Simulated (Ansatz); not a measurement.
`Cl[CH2][GeH2][SeH]` + `CC1=CN1` → `[CH3][GeH2][SeH]` + `ClCC1=CN1`  (formal exchange of groups at a Ge–C bond)

Isolated molecules relaxed with PBE0-D4/def2-TZVP in Ansatz; ΔE leaves out vibrations. CBS: MP2 limit from def2 TZ/QZ plus the TZ coupled-cluster correction, frozen cores. Functionals use def2-TZVPP. B3LYP here is the variant with VWN-RPA as its local correlation; programs differ in this. For Ge, Se outer-core shells are correlated without core-valence functions, which leaves a few kJ/mol of doubt a bond. Scalar relativity is left out up to krypton. Each species was taken in one conformer, which may not be the lowest.

`Cl[CH2][GeH2][SeH]`:

Cartesian coordinates in Å:
```
Cl 1.951 1.214 -0.878
C 1.064 0.513 0.491
Ge -0.820 0.202 0.013
Se -0.987 -1.410 -1.691
H 1.551 -0.422 0.764
H 1.135 1.208 1.328
H -1.586 -0.281 1.258
H -1.415 1.498 -0.551
H -0.894 -2.521 -0.735
```

`CC1=CN1`:

Cartesian coordinates in Å:
```
C -0.932 0.674 -0.592
C 0.049 -0.088 0.170
C 0.512 -0.843 1.082
N 1.545 -0.141 0.238
H -0.683 1.739 -0.545
H -0.912 0.384 -1.648
H -1.939 0.521 -0.203
H 0.489 -1.444 1.972
H 1.870 -0.803 -0.473
```

`[CH3][GeH2][SeH]`:

Cartesian coordinates in Å:
```
C 0.118 1.017 -0.749
Ge 0.519 -0.388 0.539
Se -1.470 -1.314 1.417
H -0.440 0.606 -1.591
H -0.483 1.792 -0.274
H 1.044 1.459 -1.123
H 1.248 0.163 1.777
H 1.359 -1.506 -0.106
H -1.895 -1.829 0.109
```

`ClCC1=CN1`:

```xyz
9

Cl    0.447   -1.690    1.685
C     1.037   -0.633    0.358
C    -0.032    0.213   -0.137
C    -0.637    1.291   -0.437
N    -1.278    0.031   -0.944
H     1.391   -1.300   -0.429
H     1.863   -0.043    0.752
H    -0.761    2.352   -0.552
H    -2.030   -0.220   -0.296
```

```json
{"level": "B3LYP-D4", "ΔE (eV)": "-0.06"}
{"level": "ωB97X-V", "ΔE (eV)": "-0.04"}
```

Question: What does CCSD(T)/CBS give? (Estimate.)

Answer: The calculation gave: -0.04 eV. The listed levels differ from it by -0.02, 0.00 eV.

Largest T1 diagnostic among the species: 0.011.
